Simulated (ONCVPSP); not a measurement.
**Before and after: ONCV potential for vanadium**

- Element: V
- Generator: ONCVPSP 4.0.1
- Type: optimised norm-conserving Vanderbilt (ONCV)
- Functional: Wu-Cohen
- Relativity: scalar-relativistic
- Frozen core: [Ne]
- Valence charge: 13
- Reference configuration: 3s2 3p6 3d2 (charge +3)
- Partial waves: 3s: rc 1.50 bohr, ncon 3, nbas 6, qcut 8.6 1/bohr, 2 projectors, debl 3.8 Ha; 3p: rc 1.35 bohr, ncon 3, nbas 7, qcut 12 1/bohr, 3 projectors, debl 3.1 Ha; 3d: rc 2.20 bohr, ncon 4, nbas 9, qcut 7.9 1/bohr, 2 projectors, debl 3.9 Ha; f scattering state at 0.36 Ha: rc 1.75 bohr, ncon 4, nbas 8, qcut 6.7 1/bohr, 2 projectors, debl 2 Ha
- Local potential: polynomial inside 1.30 bohr (lpopt 5, dvloc0 3 Ha)
- Core correction: Teter function, fcfact 5, rcfact 1.4

In the s channel the program set the typed energies aside and used -3.808, 0.250 Ha.

All-electron outer shells of the reference configuration (Wu-Cohen, scalar-relativistic, ld1.x):

| shell | level (eV) | outermost node (bohr) | outermost maximum (bohr) |
| --- | --- | --- | --- |
| 3s | -103.63 | 0.38 | 0.82 |
| 3p | -77.24 | 0.35 | 0.84 |
| 3d | -36.96 | – | 0.85 |

Change: s: rc 1.92. In the s channel the program set the typed energies aside and used -3.808, 0.050 Ha.

Cutoffs: the cutoffs (Ha) at which the residual kinetic energy of the hardest occupied pseudo-wave falls to 1 and 0.1 mHa per electron; they do not see the model core or the augmentation charge, which bear on the density cutoff. Errors are all-electron minus pseudo energies relative to the spin-unpolarised reference configuration.

Task: What does the change do?

Result: The potential gets neither clearly harder nor softer (24 Ha and 44 Ha → 23 Ha and 44 Ha); the p channel sets the loose cutoff, while the largest relative change is in s, which becomes softer; of the 4 tests that both files solve, the error grows in 1 and shrinks in 0 by more than 15 % and 0.3 meV (median size 187.1 → 190.1 meV); neither file shows a bound ghost.

| quantity | base | changed |
| --- | --- | --- |
| cutoff, loose | 24 Ha | 23 Ha |
| cutoff, tight | 44 Ha | 44 Ha |
| loose cutoff by channel | s 24 Ha, p 23 Ha, d 22 Ha | s 9.5 Ha, p 23 Ha, d 22 Ha |
| bound ghosts | none | none |
| GHOST(+) flags under 300 eV | none | none |
| error for 3s2 3p6 3d3 4s2, meV [ΔE -50.79 eV] | +115 | +122 |
| error for 3s2 3p6 3d3 4s1, meV [ΔE -43.03 eV] | +157 | +162 |
| error for 3s2 3p6 3d3, meV [ΔE -28.88 eV] | +217 | +218 |
| error for 3s1 3p6 3d3 4s2, meV [ΔE 26.47 eV] | -378 | -528 |
| p: phases at 1.37 bohr within 0.05 rad from the reference energy up to (Ha; the scan ends near 5) | to the end of the scan | to the end of the scan |
| d: phases at 2.23 bohr within 0.05 rad from the reference energy up to (Ha; the scan ends near 5) | -0.4 | -0.4 |
| f: phases at 1.78 bohr within 0.05 rad from the reference energy up to (Ha; the scan ends near 5) | to the end of the scan | to the end of the scan |
| rms error of d²Exc/dni dnj with the model core, mHa | 2.06 | 2.68 |
